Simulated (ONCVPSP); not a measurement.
# How hard is this molybdenum (Mo) ONCV potential?

* Element: molybdenum
* Generator: ONCVPSP 4.0.1
* Type: optimised norm-conserving Vanderbilt (ONCV)
* Functional: PBEsol
* Relativity: non-relativistic
* Frozen core: [Ar] 3d10
* Valence charge: 14
* Reference configuration: 4s2 4p6 4d5 5s1
* Partial waves: 4s+5s: rc 2.05 bohr, ncon 4, nbas 7, qcut 5.5 1/bohr, 2 projectors; 4p: rc 1.20 bohr, ncon 4, nbas 8, qcut 6.3 1/bohr, 2 projectors, debl 2.7 Ha; 4d: rc 2.15 bohr, ncon 3, nbas 8, qcut 6.1 1/bohr, 2 projectors, debl 0.6 Ha
* Local potential: polynomial inside 0.95 bohr (lpopt 5, dvloc0 -1 Ha)
* Core correction: Teter function, fcfact 2, rcfact 1.1

Problem. For each optimised wave give the share of its norm inside rc, the residual kinetic energy above qcut (Ha) and the cutoffs (Ha) for errors of 10, 1, 0.1 and 0.01 mHa per electron.

Solution.

```csv
wave,norm inside rc,residual KE,10 mHa,1 mHa,0.1 mHa,0.01 mHa
4s,0.976,9.9e-06,4.1,9.7,12.7,15.1
5s,0.078,2.5e-05,3.3,9.2,13.2,21.6
4p,0.500,6.8e-03,17.8,78.7,138.2,161.8
p projector 2,0.053,2.1e-03,8.7,23.7,107.8,187.1
4d,0.668,9.6e-06,11.2,14.1,16.4,19.7
d projector 2,0.152,1.0e-05,10.7,13.9,16.4,19.4
```

The occupied waves need 79 Ha and 138 Ha for 1 and 0.1 mHa. Note: no bound ghost flagged; GHOST(+) flagged for s at 11.2 eV.
